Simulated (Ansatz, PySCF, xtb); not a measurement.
Reaction (SMILES): CF (CH3F) + [H][H] (H2) -> C (CH4) + F (HF)
Geometries: B3LYP-D3(BJ)/def2-TZVP minima from Ansatz (a first-principles code). Frequencies are from Ansatz or PySCF.

Property: energy of full hydrogenation (enthalpy at 298 K, with B3LYP-D3(BJ) rigid-rotor harmonic-oscillator terms), in kJ/mol. Correlated levels leave the core frozen unless marked. Spin-orbit coupling is left out. Non-relativistic. CBS marks a two-point X^-3 extrapolation of the correlation energy; Hartree-Fock from the larger set. The bracket is a focal-point correction in the basis named.

```tsv
level	program	energy of full hydrogenation (kJ/mol)
GFN2-xTB	xtb	-48.1
HF/aug-cc-pVDZ	Ansatz	-109.8
HF/cc-pVTZ	Ansatz	-103.0
HF-D4/def2-TZVPD	PySCF + dftd4	-99.4
SVWN5/def2-TZVPD	Ansatz	-105.1
PBE/def2-TZVPD	Ansatz	-102.2
BLYP-D4/def2-TZVPD	Ansatz + dftd4	-94.9
revPBE/def2-TZVPD	Ansatz	-101.7
r2SCAN0/def2-TZVPD	Ansatz	-106.3
CAM-B3LYP-D4/def2-TZVPD	Ansatz + dftd4	-100.5
B2GP-PLYP/def2-TZVPD	Ansatz	-105.1
RI-MP2/def2-QZVPPD	Ansatz	-117.9
SCS-MP2/cc-pVDZ	Ansatz	-104.2
SCS-MP2/cc-pVTZ	Ansatz	-107.7
SCS-MP2/cc-pVQZ	Ansatz	-109.9
SCS-MP2/def2-QZVPP	Ansatz	-111.0
CCSD/def2-SVPD	Ansatz	-114.6
CCSD/cc-pVQZ	Ansatz	-111.9
RI-MP2/CBS(cc-pVTZ,cc-pVQZ)+[CCSD(T)-MP2]/cc-pVTZ	Ansatz	-111.7
CCSD(T)/CBS(def2-TZVPP,def2-QZVPP)	Ansatz	-112.7
CCSD(T)/CBS(def2-TZVPPD,def2-QZVPPD)	Ansatz	-112.8
```
